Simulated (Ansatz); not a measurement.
System: AlO2 (charge 0, doublet). It need not be the lowest isomer of its formula. SMILES: [O][Al][O]
Structure (B3LYP-D3(BJ)/def2-TZVP (Ansatz, a quantum-chemistry and plane-wave program) minimum search):
```xyz
3

Al     0.0000     0.0000     0.0000
O      0.0000     0.0000     1.6498
O      0.0000     0.0000    -1.6498
```
Charge 0, spin multiplicity 2.

Parts of the frozen-core correlation energy in STO-3G (Ansatz, hartree). Frozen orbitals: 7; correlated occupied orbitals by spin: 8 and 7; virtual: 4 and 5. UHF or UKS for open shells. No spin-orbit coupling. No relativistic terms.

| term | value |
|---|---|
| reference (HF) | -386.61218 |
| MP2 opposite-spin | -0.06062 |
| MP2 same-spin | -0.02622 |
| CCSD correlation | -0.15073 |
| (T) | -0.00705 |
| T1 diagnostic | 0.077 |
| largest doubles amplitude | 0.182 |
| <S^2> of the reference | 1.271 |
